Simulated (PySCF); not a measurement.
Kr⁺ (krypton, charge +1) across methods

[Ar] 3d10 4s2 4p5, 2P determinant. Calculation: PySCF 2.14, in aug-cc-pVTZ-PP with ECP10MDF (6s5p4d2f, 55 functions); a scalar-relativistic core potential.

```json
{"method": "LDA", "E (hartree)": "-462.4217", "mean ε 4s β (eV)": "-33.705", "mean ε 4p α (eV)": "-20.028", "mean ε 4p β (eV)": "-19.126", "Σ⟨r²⟩ (bohr²)": "31.29", "⟨S²⟩": "0.751"}
{"method": "M06-2X", "E (hartree)": "-463.2503", "mean ε 4s β (eV)": "-37.252", "mean ε 4p α (eV)": "-22.951", "mean ε 4p β (eV)": "-21.947", "Σ⟨r²⟩ (bohr²)": "31.37", "⟨S²⟩": "0.753"}
{"method": "r2SCAN", "E (hartree)": "-462.9276", "mean ε 4s β (eV)": "-34.010", "mean ε 4p α (eV)": "-20.483", "mean ε 4p β (eV)": "-19.445", "Σ⟨r²⟩ (bohr²)": "31.08", "⟨S²⟩": "0.754"}
{"method": "revPBE", "E (hartree)": "-463.1204", "mean ε 4s β (eV)": "-33.258", "mean ε 4p α (eV)": "-19.913", "mean ε 4p β (eV)": "-18.968", "Σ⟨r²⟩ (bohr²)": "31.26", "⟨S²⟩": "0.752"}
{"method": "PBE", "E (hartree)": "-463.0508", "mean ε 4s β (eV)": "-33.351", "mean ε 4p α (eV)": "-19.937", "mean ε 4p β (eV)": "-19.001", "Σ⟨r²⟩ (bohr²)": "31.29", "⟨S²⟩": "0.752"}
{"method": "M06-L", "E (hartree)": "-463.0892", "mean ε 4s β (eV)": "-33.691", "mean ε 4p α (eV)": "-20.300", "mean ε 4p β (eV)": "-19.210", "Σ⟨r²⟩ (bohr²)": "30.99", "⟨S²⟩": "0.754"}
{"method": "UHF", "E (hartree)": "-461.71839", "mean ε 4s β (eV)": "-41.131", "mean ε 4p α (eV)": "-25.561", "mean ε 4p β (eV)": "-24.220", "Σ⟨r²⟩ (bohr²)": "31.33", "⟨S²⟩": "0.758"}
{"method": "LC-wPBE", "E (hartree)": "-463.1123", "mean ε 4s β (eV)": "-38.879", "mean ε 4p α (eV)": "-24.515", "mean ε 4p β (eV)": "-23.547", "Σ⟨r²⟩ (bohr²)": "31.16", "⟨S²⟩": "0.753"}
```

Q: Estimate the same row for PBE0.

A: E (hartree) = -463.0292; mean ε 4s β (eV) = -35.600; mean ε 4p α (eV) = -21.592; mean ε 4p β (eV) = -20.573; Σ⟨r²⟩ (bohr²) = 31.19; ⟨S²⟩ = 0.753.

Energies and moments cover only the electrons outside the core potential.
